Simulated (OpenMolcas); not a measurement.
Ga⁺: CASPT2 settings compared

```
Program             : OpenMolcas 26.06
Basis               : ANO-R1 [5s4p3d1f]
Scalar Hamiltonian  : X2C, finite nucleus
Active space        : 2 electrons in 4 orbitals (4s 4p)
State averaging     : 2S+1 = 3 even, 3 roots; 2S+1 = 1 even, 6 roots kept (CI in the orbitals of an earlier block); 2S+1 = 3 odd, 3 roots; 2S+1 = 1 odd, 3 roots kept (CI in the orbitals of an earlier block)
Spin-orbit coupling : state interaction with AMFI integrals over the reference wave functions, term energies averaged over their components
```

Methods on the same reference wave functions:
A. CASSCF
B. SS-CASPT2, IPEA 0.1 Eh, real shift 0.25 Eh (closed shells correlated: 3d)
C. SS-CASPT2, IPEA 0.35 Eh, no level shift (closed shells correlated: none)
D. XMS-CASPT2, IPEA 0.1 Eh, imaginary shift 0.05 Eh (closed shells correlated: 3d)

Energies in cm-1 above 4s2 1S0, the measured ground level; measured values from NIST Handbook of Basic Atomic Spectroscopic Data.

| Level | A | B | C | D | Measured |
| --- | --- | --- | --- | --- | --- |
| 4s2 1S0 | 0.0 | 0.0 | 0.0 | 0.0 | 0.0 |
| 4s 4p 3P* 0 | 44058 | 45600 | 44630 | 46120 | 47368 |
| 4s 4p 3P* 1 | 44484 | 46030 | 45060 | 46540 | 47814 |
| 4s 4p 3P* 2 | 45369 | 46920 | 45940 | 47430 | 48750 |
| 4s 4p 1P* 1 | 77213 | 70410 | 72480 | 69960 | 70701 |

Deviations, from unrounded energies. A percentage is the sum of absolute deviations over the sum of measured energies, with the sign that they share, or ± where signs differ.

```tsv
Against measurement	Levels	A	B	C	D
mean absolute deviation (cm-1)	4	4100	1400	2500	1100
other configurations (%)	4	±7.7	-2.6	±4.7	-2.1
```

D lies closest to measurement on these levels and A furthest from it. The largest miss of D in the table is 4s 4p 3P* 2, by -1300 cm-1. The ranking rests on the paired levels alone, and a cruder setting can come out closer through cancelling errors.

Among B to D the level of the table that moves most is 4s 4p 1P* 1, by 2500 cm-1 (lowest in D, highest in C). Moves below CASPT2's spread within the term are not significant.

The lowest spin-free term lies below A's lowest term by 0.387 hartree in B, 0.006 hartree in C, 0.391 hartree in D.

Over all roots computed the reference weight is 0.90 to 0.96 in D; the roots of lowest weight are the least certain, and an intruder state may touch them. Terms from blocks run as CI alone lack orbitals of their own. Without dynamic correlation excited terms often stand tens of per cent too high (terms of higher spin than the ground term too low), and those without a measured partner can miss by more than the paired ones (holds for A). Computed and measured levels are paired by configuration, term and J; levels that our copy of the source lacks, or whose pairing is in doubt (as where it misses far off the trend of its configuration), stay unpaired and out of the deviations. Levels of configurations outside the active space are missing. The table leaves out levels that lie high or whose names do not pair safely across all columns.

* marks odd parity.
